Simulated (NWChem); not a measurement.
All runs are NWChem calculations. System: AgCl, charge 0, spin multiplicity 1, at a geometry optimised with PBE0/def2-SVP with def2 effective core potentials on Ag. The structure started from a generated list of species. Level: CCSD(T)/def2-SVP with def2 effective core potentials on Ag, 9 core orbitals frozen.

Output (cleaned and shortened):

```
             Northwest Computational Chemistry Package (NWChem) 7.3.0
             --------------------------------------------------------

                                NWChem Input Module
                                -------------------

 Scaling coordinates for geometry "geometry" by  1.889725989
 (inverse scale =  0.529177249)

 Turning off AUTOSYM since
 SYMMETRY directive was detected!

                             Geometry "geometry" -> ""
                             -------------------------

 Output coordinates in angstroms (scale by  1.889725989 to convert to a.u.)

  No.       Tag          Charge          X              Y              Z
 ---- ---------------- ---------- -------------- -------------- --------------
    1 Ag                  47.0000     0.00000000     0.00000000    -0.61122200
    2 Cl                  17.0000     0.00000000     0.00000000     1.68985000

 Effective nuclear repulsion energy (a.u.)     183.7459331784

            Nuclear Dipole moment (a.u.)
            ----------------------------
        X                 Y               Z
 ---------------- ---------------- ----------------
     0.0000000000     0.0000000000     0.0000302356

      Symmetry information
      --------------------

 Group name             C2v
 Group number             16
 Group order               4
 No. of unique centers     2

      Symmetry unique atoms

     1    2


 Summary of "ao basis" -> "" (spherical)
 ------------------------------------------------------------------------------
       Tag                 Description            Shells   Functions and Types
 ---------------- ------------------------------  ------  ---------------------
 *                          def2-svp                  on all atoms

 Summary of "ao basis" -> "ao basis" (spherical)
 ------------------------------------------------------------------------------
       Tag                 Description            Shells   Functions and Types
 ---------------- ------------------------------  ------  ---------------------
 Ag                         def2-svp                11       31   5s3p2d1f
 Cl                         def2-svp                 8       18   4s3p1d

                                 NWChem SCF Module
                                 -----------------

  ao basis        = "ao basis"
  functions       =    49
  atoms           =     2
  closed shells   =    18
  open shells     =     0
  charge          =   0.00
  wavefunction    = RHF
  use symmetry    = T
  symmetry adapt  = T

 Summary of "ao basis" -> "ao basis" (spherical)
 ------------------------------------------------------------------------------
       Tag                 Description            Shells   Functions and Types
 ---------------- ------------------------------  ------  ---------------------
 Ag                         def2-svp                11       31   5s3p2d1f
 Cl                         def2-svp                 8       18   4s3p1d

      Symmetry analysis of basis
      --------------------------

        a1         23
        a2          4
        b1         11
        b2         11

 Forming initial guess at       0.0s

      Superposition of Atomic Density Guess
      -------------------------------------

 Sum of atomic energies:        -626.98005919

      Non-variational initial energy
      ------------------------------

 Total energy =    -605.073823
 1-e energy   =   -1041.661037
 2-e energy   =     362.306942
 HOMO         =      -0.428469
 LUMO         =      -0.178294

      Symmetry analysis of molecular orbitals - initial
      -------------------------------------------------

 !! scf_movecs_sym_adapt:   30 vectors were symmetry contaminated

  Symmetry fudging

 !! scf_movecs_sym_adapt:   28 vectors were symmetry contaminated

  Numbering of irreducible representations:

     1 a1          2 a2          3 b1          4 b2

  Orbital symmetries:

     1 a1          2 a1          3 a1          4 b2          5 b1
     6 a1          7 a1          8 b1          9 b2         10 a1
    11 a1         12 b1         13 b2         14 a1         15 a2
    16 a1         17 b1         18 b2         19 a1         20 b2
    21 b1         22 a1         23 a1         24 b1         25 b2
[...]
 iter     correlation     delta       rms       T2     Non-T2      Main
             energy      energy      error      ampl     ampl      Block
                                                time     time      time
-------------------------------------------------------------------------
   1     -0.3657843500 -3.658D-01  4.732D-02     0.85     0.00     0.81
   2     -0.3711419741 -5.358D-03  6.739D-02     0.88     0.00     0.84
   3     -0.3714893537 -3.474D-04  1.265D-02     0.75     0.00     0.72
   4     -0.3723854947 -8.961D-04  3.958D-03     0.68     0.00     0.65
   5     -0.3726834881 -2.980D-04  1.663D-03     0.68     0.00     0.66
   6     -0.3726551357  2.835D-05  2.761D-03     0.70     0.00     0.67
   7     -0.3726585609 -3.425D-06  8.231D-04     0.75     0.00     0.72
   8     -0.3726584080  1.529D-07  4.356D-04     0.73     0.00     0.70
   9     -0.3726639101 -5.502D-06  6.825D-05     0.74     0.00     0.72
  10     -0.3726656111 -1.701D-06  2.965D-05     0.73     0.00     0.70
  11     -0.3726665830 -9.718D-07  1.121D-05     0.72     0.00     0.69
  12     -0.3726668508 -2.678D-07  7.002D-06     0.72     0.00     0.69
  13     -0.3726669525 -1.017D-07  3.026D-06     0.71     0.00     0.69
  14     -0.3726669852 -3.275D-08  2.575D-07     0.84     0.00     0.82
                  *************converged*************
-------------------------------------------------------------------------

 -----------
 CCSD Energy
 -----------
 Reference energy:            -605.480770130506471
 CCSD corr. energy:             -0.372666985219781
 Total CCSD energy:           -605.853437115726251

 --------------------------------
 Spin Component Scaled (SCS) CCSD
 --------------------------------
 Same spin contribution:                 -0.118051956261607
 Same spin scaling factor:                1.130000000000000
 Opposite spin contribution:             -0.254615028958175
 Opposite spin scaling fact.:             1.270000000000000
 SCS-CCSD correlation energy:            -0.456759797352497
 Total SCS-CCSD energy:                -605.937529927858918
 memory            104839100

*********triples calculation*********

nkpass=    1; nvpass=    1; memdrv=          57195; memtrn=        1282909; memavail=      104838804
 memory available/node                      104838804
 total number of virtual orbitals        31
 number of virtuals per integral pass    31
 number of integral evaluations           1
 number of occupied per triples pass      9
 number of triples passes                 1

 commencing integral evaluation        1 at          11.07
  symmetry use  T
task         2 out of       190 done   1%  at       0.0 secs
task        10 out of       190 done   5%  at       0.1 secs
task        19 out of       190 done  10%  at       0.2 secs
task        29 out of       190 done  15%  at       0.3 secs
task        38 out of       190 done  20%  at       0.3 secs
task        48 out of       190 done  25%  at       0.4 secs
task        57 out of       190 done  30%  at       0.4 secs
task        67 out of       190 done  35%  at       0.4 secs
task        76 out of       190 done  40%  at       0.5 secs
task        86 out of       190 done  45%  at       0.5 secs
task        95 out of       190 done  50%  at       0.5 secs
task       105 out of       190 done  55%  at       0.6 secs
task       114 out of       190 done  60%  at       0.6 secs
task       124 out of       190 done  65%  at       0.6 secs
task       133 out of       190 done  70%  at       0.6 secs
task       143 out of       190 done  75%  at       0.6 secs
task       152 out of       190 done  80%  at       0.7 secs
task       162 out of       190 done  85%  at       0.7 secs
task       171 out of       190 done  90%  at       0.7 secs
task       181 out of       190 done  95%  at       0.7 secs
task       190 out of       190 done 100%  at       0.7 secs
 commencing triples evaluation - blocking       1
 ccsd(t): done        1 out of       31 progress:    3.2%
 ccsd(t): done        2 out of       31 progress:    6.5%
 ccsd(t): done        3 out of       31 progress:    9.7%
 ccsd(t): done        4 out of       31 progress:   12.9%
 ccsd(t): done        5 out of       31 progress:   16.1%
 ccsd(t): done        6 out of       31 progress:   19.4%
 ccsd(t): done        7 out of       31 progress:   22.6%
 ccsd(t): done        8 out of       31 progress:   25.8%
 ccsd(t): done        9 out of       31 progress:   29.0%
 ccsd(t): done       10 out of       31 progress:   32.3%
 ccsd(t): done       11 out of       31 progress:   35.5%
 ccsd(t): done       12 out of       31 progress:   38.7%
 ccsd(t): done       13 out of       31 progress:   41.9%
 ccsd(t): done       14 out of       31 progress:   45.2%
 ccsd(t): done       15 out of       31 progress:   48.4%
 ccsd(t): done       16 out of       31 progress:   51.6%
 ccsd(t): done       17 out of       31 progress:   54.8%
 ccsd(t): done       18 out of       31 progress:   58.1%
 ccsd(t): done       19 out of       31 progress:   61.3%
 ccsd(t): done       20 out of       31 progress:   64.5%
 ccsd(t): done       21 out of       31 progress:   67.7%
 ccsd(t): done       22 out of       31 progress:   71.0%
 ccsd(t): done       23 out of       31 progress:   74.2%
 ccsd(t): done       24 out of       31 progress:   77.4%
 ccsd(t): done       25 out of       31 progress:   80.6%
 ccsd(t): done       26 out of       31 progress:   83.9%
 ccsd(t): done       27 out of       31 progress:   87.1%
 ccsd(t): done       28 out of       31 progress:   90.3%
 ccsd(t): done       29 out of       31 progress:   93.5%
 ccsd(t): done       30 out of       31 progress:   96.8%
 ccsd(t): done       31 out of       31 progress:  100.0%
 Time for integral evaluation pass     1        0.74
 Time for triples evaluation pass      1        0.33

 pseudo-e(mp4)  -0.94540955862666E-02
 pseudo-e(mp5)   0.58966516693844E-03
        e(t)    -0.88644304193282E-02

 --------------
 CCSD(T) Energy
 --------------
 Reference energy:                    -605.480770130506471

 CCSD corr. energy:                     -0.372666985219781
 T(CCSD) corr. energy:                  -0.009454095586267
 Total CCSD+T(CCSD) energy:           -605.862891211312558

 CCSD corr. energy:                     -0.372666985219781
 (T) corr. energy:                      -0.008864430419328
 Total CCSD(T) energy:                -605.862301546145545

 routine      calls  cpu(0)   cpu-min  cpu-ave  cpu-max   i/o
 aoccsd          1     0.00     0.00     0.00     0.00    0.00
 iterdrv         1     0.01     0.01     0.01     0.01    0.00
 pampt          14     0.03     0.03     0.03     0.03    0.00
 t2pm           14     0.05     0.05     0.05     0.05    0.00
 sxy            14     0.08     0.08     0.08     0.08    0.00
 ints       500500     8.52     8.52     8.52     8.52    0.00
 t2eri        2660     1.20     1.20     1.20     1.20    0.00
 idx2         2660     0.19     0.19     0.19     0.19    0.00
 idx34          14     0.02     0.02     0.02     0.02    0.00
 ht2pm          14     0.07     0.07     0.07     0.07    0.00
 itm            14     0.22     0.22     0.22     0.22    0.00
 pdiis          14     0.01     0.01     0.01     0.01    0.00
 triples         1     0.00     0.00     0.00     0.00    0.00
 rdtrpo          1     0.00     0.00     0.00     0.00    0.00
 trpmos          1     0.74     0.74     0.74     0.74    0.00
 trpdrv          1     0.06     0.06     0.06     0.06    0.00
 dovvv       25110     0.11     0.11     0.11     0.11    0.00
 doooo       25110     0.04     0.04     0.04     0.04    0.00
 tengy       22599     0.11     0.11     0.11     0.11    0.00
 Total                11.47    11.47    11.47    11.47    0.00

 Task  times  cpu:       12.5s     wall:       12.5s

 Total times  cpu:       12.5s     wall:       12.5s
```

**Question.** Write an NWChem input that would produce this output.

**Answer.** Several could match; the one computed here: 
```
start mol
memory heap 100 mb stack 700 mb global 1900 mb
geometry units angstroms nocenter noautoz
  Ag     0.000000     0.000000    -0.611222
  Cl     0.000000     0.000000     1.689850
  symmetry group C2v
end
basis spherical
  * library def2-svp
end
ecp
  Ag library def2-ecp
end
scf
  rhf
  nopen 0
  maxiter 100
  thresh 1e-7
  semidirect memsize 60000000 filesize 0
end
ccsd
  freeze core 9
  maxiter 60
end
task ccsd(t) energy
```
